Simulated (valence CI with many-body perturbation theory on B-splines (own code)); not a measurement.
Results of a calculation; reference values are marked as such.
## Os³⁶⁺: magnetic and hyperfine properties of the levels

Level of theory: valence CI with perturbative core correlation (CI+MBPT): four valence electrons over a frozen Dirac-Fock core [Kr], a basis of 9 s, 9 p, 10 d, 8 f, 5 g, 3 h, 1 i functions for each j, with the one-electron correlation potential Σ1 (screened to all orders), the two-electron term Σ2, the three-electron term Σ3, Breit, model QED; selected single and double excitations, second order for the rest (own B-spline code, finite nucleus).

The last digits are not significant, and no measured levels were compared; by estimate large intervals hold to a few tenths of a per cent, small ones and those within an open d or f shell to about a per cent. Only levels of the ground parity were solved; by the run's estimate the other parity begins above the list, which can be wrong where configurations are misplaced.

A/g_I is the dipole constant over the nuclear g factor μ/I (μ in nuclear magnetons, uniformly magnetised nucleus), B/Q the quadrupole constant per barn. Both hold the static response of the core; the bare values leave it out. Large factors of s and p1/2 electrons are usually good to 5 to 10 %; those of open d and f shells near neutrality can be off by tens of per cent, and small factors of p3/2, d and f electrons come from cancelling terms and can be off by a factor of two or in sign, in half-filled shells by more. B is blank for J = 1/2, where it vanishes, and for nearly pure S terms. Energies count from the lowest level. Levels with J = 0 are left out.

Levels are named by their leading jj configuration (3d3/2^4 stands for four electrons in 3d with j = 3/2), which in mixed levels can hold well under half, so a name can repeat and another be missing. Letters in brackets count levels of one name in rising energy.

| Level | E (eV) | g | A/g_I (MHz) | A/g_I bare | B/Q (MHz/b) | B/Q bare |
| --- | --- | --- | --- | --- | --- | --- |
| (4d3/2^3 4d5/2) J=1 | 17.169 | 1.497 | -2610 | -1510 | 5680 | 5450 |
| (4d3/2^3 4d5/2) J=4 | 22.294 | 1.076 | 17300 | 17200 | 1020 | 853 |
| (4d3/2^3 4d5/2) J=2 | 22.700 | 1.239 | 10700 | 11000 | 14900 | 14400 |
| (4d3/2^3 4d5/2) J=3 | 24.140 | 1.145 | 15100 | 15200 | 11500 | 11000 |
| (4d3/2^2 4d5/2^2) J=2 [a] | 38.547 | 1.236 | 5400 | 5790 | 11000 | 10600 |
| (4d3/2^2 4d5/2^2) J=4 [a] | 39.314 | 1.153 | 13700 | 13800 | -7210 | -7040 |
| (4d3/2^2 4d5/2^2) J=3 [a] | 39.834 | 1.162 | 11400 | 11600 | 2400 | 2300 |
| (4d3/2^2 4d5/2^2) J=5 | 41.784 | 1.083 | 15800 | 15700 | 14900 | 14300 |
| (4d3/2^2 4d5/2^2) J=1 | 43.143 | 1.103 | 18000 | 18000 | 1990 | 1890 |
| (4d3/2^2 4d5/2^2) J=6 | 43.223 | 1.077 | 16700 | 16700 | 18400 | 17700 |
| (4d3/2^2 4d5/2^2) J=3 [b] | 44.802 | 1.085 | 17700 | 17700 | 4390 | 4230 |
| (4d3/2^2 4d5/2^2) J=4 [b] | 45.030 | 1.033 | 18100 | 17900 | -5070 | -4830 |
| (4d3/2^2 4d5/2^2) J=2 [b] | 45.502 | 1.086 | 16200 | 16100 | 6890 | 6640 |
| (4d3/2^2 4d5/2^2) J=2 [c] | 50.440 | 0.992 | 21900 | 21500 | -2620 | -2550 |
| (4d3/2^2 4d5/2^2) J=4 [c] | 52.104 | 1.199 | 11900 | 12100 | 28700 | 27600 |
| (4d3/2^2 4d5/2^2) J=2 [d] | 56.658 | 1.149 | 15200 | 15400 | -7750 | -7420 |
| (4d3/2 4d5/2^3) J=4 [a] | 60.541 | 1.151 | 11600 | 11700 | -15100 | -14600 |
| (4d3/2 4d5/2^3) J=3 [a] | 60.843 | 1.184 | 8910 | 9150 | 2090 | 2060 |
| (4d3/2 4d5/2^3) J=1 [a] | 62.791 | 0.963 | 16300 | 15900 | 7140 | 6840 |
| (4d3/2 4d5/2^3) J=5 | 63.329 | 1.142 | 13500 | 13600 | -10400 | -10100 |
| (4d3/2 4d5/2^3) J=6 | 63.847 | 1.081 | 15600 | 15500 | 21200 | 20500 |
| (4d3/2 4d5/2^3) J=2 [a] | 66.427 | 1.063 | 17600 | 17400 | 14000 | 13500 |
| (4d3/2 4d5/2^3) J=3 [b] | 67.244 | 1.090 | 15400 | 15400 | 4710 | 4620 |
| (4d3/2 4d5/2^3) J=1 [b] | 72.685 | 1.422 | 2620 | 3490 | -11200 | -10800 |
| (4d3/2 4d5/2^3) J=3 [c] | 72.738 | 1.060 | 17000 | 16900 | 22900 | 22000 |
| (4d3/2 4d5/2^3) J=4 [b] | 73.415 | 1.048 | 17200 | 17100 | 21100 | 20400 |
| (4d3/2 4d5/2^3) J=2 [b] | 74.693 | 1.117 | 15000 | 15100 | -28300 | -27200 |
| (4d5/2^4) J=4 | 85.112 | 1.162 | 11300 | 11400 | -19800 | -19000 |
| (4d5/2^4) J=2 | 89.175 | 1.086 | 12200 | 12200 | 12600 | 12100 |

(1) Take the isotope of mass number 189, with I = 3/2, μ = 0.6576 μN and Q = 0.86 b. What is the hyperfine structure of (4d3/2^3 4d5/2) J=4?

Answers

(1) From the table A = 7570 MHz, B = 880 MHz. Shifts from the centre of gravity in MHz: F = 5/2: -56300, F = 7/2: -30500, F = 9/2: 3400, F = 11/2: 45600.
